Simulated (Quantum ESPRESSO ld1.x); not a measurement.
Problem. These are the eigenvalues of the occupied orbitals of an atom or ion with whole-number occupations (eV). Method: scalar-relativistic Kohn-Sham, LDA (Slater exchange, Perdew-Wang correlation), spin-polarised, spherical densities, point nucleus; computed with ld1.x of Quantum ESPRESSO 7.5.

| orbital | eigenvalue |
|---|---|
| 1s up | -285.958 |
| 1s down | -285.328 |
| 2s up | -26.2999 |
| 2s down | -24.6128 |
| 2p up | -17.8188 |

Which element is it, and in what charge state? The configuration may be excited. Open shells, if any, are filled with parallel spins first.

Solution. Z = 6, carbon, charge +1: C+ in [He] 2s2 2p1. The list shows which subshells hold electrons but not how many an open one holds; the 1s level, -10.509 hartree, gives Z - s = 4.6 by -(Z - s)^2/2, which with screening and relativity narrows Z to a few neighbours, and the depths of the outer levels then fix element, charge and occupations together.
